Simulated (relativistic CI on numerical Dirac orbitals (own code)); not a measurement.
Method of calculation: Dirac-Coulomb-Breit CI, orbitals from a KLI potential per configuration, a model potential for QED, unscaled Slater integrals (own radial code, finite nucleus).

Configurations in the expansion: 1s2, 1s.2s, 1s.2p, 1s.3s, 1s.3p, 1s.3d, 1s.4s, 1s.4p, 1s.4d, 1s.4f, 1s.5s, 1s.5p, 1s.5d, 1s.5f, 1s.5g, 1s.6s, 1s.6p, 1s.6d, 2s2. Levels of other configurations are missing.

At this charge energies of transitions that change n are usually good to better than 1 %, and those within a shell (Δn = 0) to a few per cent.

Outline of the computed level scheme of I LII. Lowest level of each configuration: 1s2 1S_0 at 0.0 eV; 1s.2s 3S_1 at 28968.9 eV; 1s.2p 3P°_1 at 29044.5 eV; 1s.3s 3S_1 at 34440.6 eV; 1s.3p 3P°_1 at 34461.3 eV; 1s.3d 3D_2 at 34575.9 eV; 1s.4s 3S_1 at 36331.7 eV; 1s.4p 3P°_1 at 36340.2 eV; 1s.4d 3D_2 at 36388.3 eV.

Some strong electric-dipole decays among the lowest 27 levels: 1s.2p 1P°_1 → 1s2 1S_0 (6.4e+15 s⁻¹); 1s.2p 3P°_1 → 1s2 1S_0 (2.8e+15 s⁻¹); 1s.3p 1P°_1 → 1s2 1S_0 (1.8e+15 s⁻¹); 1s.3p 3P°_1 → 1s2 1S_0 (7.3e+14 s⁻¹); 1s.4p 1P°_1 → 1s2 1S_0 (7.2e+14 s⁻¹); 1s.3d 3D_3 → 1s.2p 3P°_2 (4.7e+14 s⁻¹); 1s.3d 1D_2 → 1s.2p 1P°_1 (4.2e+14 s⁻¹); 1s.3d 3D_2 → 1s.2p 3P°_1 (4.1e+14 s⁻¹).

LS names give the leading component of a level, which can be under half, so a name can repeat, a term be missing and a line seem to break the LS rules.
